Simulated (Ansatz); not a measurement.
Cartesian coordinates (Å):
```xyz
8

C     -0.8482    -0.1443     0.0125
C      0.3826     0.6854    -0.0670
S      1.9733     0.0377     0.1263
H     -1.0507    -0.4957     1.0343
H     -1.7187     0.4258    -0.3168
H     -0.7729    -1.0355    -0.6189
H      0.3386     1.7590     0.0507
H      1.6959    -1.2324    -0.2212
```
Charge 0, spin multiplicity 2.

All values below come from frozen-core CCSD(T)/cc-pVTZ // B3LYP-D3(BJ)/def2-TZVP run with Ansatz (an electronic-structure program).

```yaml
HF energy: -476.18037 Ha
MP2 correlation energy: -0.50220 Ha
```

**Question.** Estimate the CCSD correlation energy, the (T) correction, the total energy and the T1 diagnostic.

**Answer.** 
```
Property                        Result
-----------------------  -------------
CCSD correlation energy    -0.54649 Ha
(T) correction             -0.02246 Ha
CCSD(T) total energy     -476.74933 Ha
T1 diagnostic                    0.016
```
